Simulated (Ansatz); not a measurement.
C2H4O, SMILES `C[C]O` (excited triplet; C–C–O–H torsion 103°) (charge 0, multiplicity 3). This triplet is an excited state, 1.33 eV above the relaxed singlet at the level frozen-core CCSD(T)/cc-pVTZ // B3LYP-D3(BJ)/def2-TZVP (Ansatz, a first-principles code).

Cartesian coordinates (Å):
```xyz
7

C     -0.7694    -0.0733     0.0235
C      0.6581    -0.4555    -0.0643
O      1.6447     0.3374    -0.5068
H     -0.9002     0.8352     0.6271
H     -1.2053     0.1199    -0.9681
H     -1.3410    -0.8746     0.4912
H      1.9132     0.1109    -1.4118
```
Charge 0, spin multiplicity 3.

Frozen-core energies in 6-31g from Ansatz at a geometry from B3LYP-D3(BJ)/def2-TZVP; the HF reference has <S^2> = 2.01 and the T1 diagnostic is 0.015.

```tsv
level	energy (Ha)	difference from CCSDT(Q) (mHa)
HF	-152.75749	296.27
MP2	-153.01879	34.98
CCSD	-153.04687	6.90
CCSD(T)	-153.05244	1.33
CCSDT	-153.05313	0.64
CCSDT(Q)	-153.05377	0.00
```
